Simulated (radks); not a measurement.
Values are calculated unless marked as measured or tabulated.
Q: Pd2+, 44 electrons, occupied as [Kr] 4d8. Level of theory: Dirac Kohn-Sham, PBE, spin-unpolarised, spherical densities, point nucleus; open shells fill j = l - 1/2 first (a radial shooting solver on a logarithmic mesh with Libxc functionals). Some entries of the table are withheld. Estimate them.

orbital,occ.,eigenvalue (hartree),<r> (bohr),<1/r> (bohr^-1)
1s1/2,2,-888.5250,0.03185,48.24
2s1/2,2,-130.4915,0.1380,11.09
2p1/2,2,-121.1022,0.1171,11.07
2p3/2,4,-115.2444,0.1221,10.43
3s1/2,2,-24.29152,0.3790,3.863
3p1/2,2,-20.58666,0.3712,3.767
3p3/2,4,-19.56559,0.3820,3.612
3d3/2,4,(1),0.3556,3.444
3d5/2,6,(2),0.3591,3.404
4s1/2,2,(3),0.9426,1.467
4p1/2,2,-2.90723,1.013,1.346
4p3/2,4,-2.74163,1.043,1.298
4d3/2,4,-1.01426,1.364,0.9814
4d5/2,4,-0.99493,1.381,0.9689

A: 
(1) 3d3/2 eigenvalue (hartree): -13.00828
(2) 3d5/2 eigenvalue (hartree): -12.80470
(3) 4s1/2 eigenvalue (hartree): -4.05583
